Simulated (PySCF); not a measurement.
CH2Cl3Si, SMILES [CH2][Si](Cl)(Cl)Cl, multiplicity 2. Atoms are numbered in the order given.

```xyz
7

C      2.1104    -0.0570     0.0000
Si     0.2864    -0.0108     0.0000
Cl    -0.4452    -0.9442     1.6718
Cl    -0.4452    -0.9442    -1.6718
Cl    -0.4062     1.9228     0.0000
H      2.6855    -0.0464     0.9312
H      2.6855    -0.0464    -0.9312
```
Charge 0, spin multiplicity 2.

Geometry: PBE0-D3(BJ)/def2-SVP. The isomer is the one that the SMILES or the coordinates give; other isomers of the formula were not compared.

Method: PBE0/pcH-1 in PySCF.

Unrestricted Kohn–Sham, ⟨S²⟩ = 0.754. Hyperfine tensors hold the contact and dipolar terms, without spin-orbit corrections.

Computed hyperfine couplings:
```csv
nucleus,A(iso) (MHz),A(iso) (G),dipolar principal values (MHz)
13C no. 1,84.0,30.0,"-75.8, -75.2, 151.0"
29Si no. 2,62.6,22.3,"-5.0, 0.9, 4.1"
35Cl no. 3,1.7,0.6,"-2.8, -2.2, 5.0"
35Cl no. 4,1.7,0.6,"-2.8, -2.2, 5.0"
35Cl no. 5,8.3,2.9,"-7.6, -7.0, 14.6"
1H no. 6,-66.4,-23.7,"-35.7, -1.8, 37.4"
1H no. 7,-66.4,-23.7,"-35.7, -1.8, 37.4"
```
